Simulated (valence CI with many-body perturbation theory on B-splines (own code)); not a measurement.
**Valence orbitals of Pb¹¹⁺**

Method: configuration interaction combined with many-body perturbation theory (CI+MBPT): three valence electrons over a frozen Dirac-Fock core [Xe] 4f14, radial functions for each j: 7 s, 7 p, 8 d, 6 f, 4 g, 1 h, with the one-electron correlation potential Σ1 (screened to all orders), the two-electron term Σ2, the three-electron term Σ3, Breit, model QED; selected single and double excitations, second order for the rest, scaled by the run's own slope (own B-spline code, finite nucleus).

No measured levels were compared; by estimate terms of the open shell hold to 2 to 4 % of their energy, and close levels can change places. Excitations out of the core, of the other parity, are not computed and may begin above about 50.8 eV (a cautious bound); beyond it only levels of the ground parity were kept, without lifetimes.

These are the spectroscopic orbitals of the CI (the correlating ones are not listed), shaped by the core and the other valence electrons. h is the expectation value of the core's Dirac-Fock operator, without the valence repulsion; Σ1 is computed up to l = 3 at one energy for each symmetry, that of its lowest orbital but kept below the first core excitation, so for empty shells it is not the orbital's own correlation shift; Breit and QED include the response of the core.

```csv
Orbital,h (hartree),Σ1 (cm⁻¹),Breit (cm⁻¹),QED (cm⁻¹),⟨r⟩ (bohr)
6s1/2,-6.9828,-12677,767,770,1.616
7s1/2,-4.2705,-4080,339,333,2.674
8s1/2,-2.9017,-2008,188,186,3.949
6p1/2,-6.3222,-10244,1121,17.2,1.745
7p1/2,-3.9514,-3836,552,8.9,2.829
8p1/2,-2.7179,-1945,309,5.1,4.163
6p3/2,-6.0052,-8177,543,69.0,1.847
7p3/2,-3.7959,-3246,277,35.2,2.951
8p3/2,-2.6292,-1686,179,20.3,4.308
5d3/2,-8.9902,-16044,838,-236,1.067
6d3/2,-4.9859,-5177,320,-56.0,2.101
7d3/2,-3.2701,-2424,169,-27.9,3.318
5d5/2,-8.8403,-15061,293,-151,1.089
6d5/2,-4.927,-5078,152,-30.7,2.129
7d5/2,-3.2394,-2401,85.5,-14.9,3.352
5f5/2,-5.9637,-18179,-144,-103,1.454
6f5/2,-3.7627,-5686,-41.4,-43.6,2.634
5f7/2,-5.9427,-16722,-283,-86.4,1.462
6f7/2,-3.7506,-5337,-108,-35.7,2.645
5g7/2,-3.9799,,-53.7,-12.4,2.129
5g9/2,-3.9815,,-59.4,-11.8,2.128
```

Among the shells of the start configuration 5d3, Σ1 is largest in size for 5d3/2, where it is 0.81 % of h.

Lowest root of each symmetry, sizes in configuration state functions:

| J | Parity | Roots | Reference | Variational | Second order | Change by selected CI (cm⁻¹) | Change by second order (cm⁻¹) |
| --- | --- | --- | --- | --- | --- | --- | --- |
| 1/2 | even | 14 | 67 | 6278 | 12574 | -2560 | -1 |
| 3/2 | even | 22 | 115 | 10366 | 23437 | -2153 | -1 |
| 5/2 | even | 24 | 133 | 12455 | 28909 | -1626 | -1 |
| 7/2 | even | 18 | 117 | 11934 | 29183 | -1975 | -1 |
| 9/2 | even | 13 | 93 | 9974 | 27342 | -2376 | -2 |
| 11/2 | even | 7 | 57 | 7766 | 21746 | -2763 | -2 |
| 13/2 | even | 3 | 31 | 5306 | 15282 | -2977 | -2 |
| 1/2 | odd | 15 | 85 | 6837 | 12370 | -3518 | -1 |
| 3/2 | odd | 25 | 144 | 11824 | 22920 | -2270 | -1 |
| 5/2 | odd | 28 | 160 | 14244 | 28039 | -2052 | -1 |
| 7/2 | odd | 26 | 141 | 14282 | 30551 | -1884 | -1 |
| 9/2 | odd | 19 | 98 | 11906 | 27374 | -2540 | -2 |
| 11/2 | odd | 12 | 57 | 8671 | 21261 | -2389 | -1 |
| 13/2 | odd | 6 | 25 | 5625 | 15128 | -2171 | -1 |
| 15/2 | odd | 3 | 9 | 3224 | 9125 | -2567 | -1 |
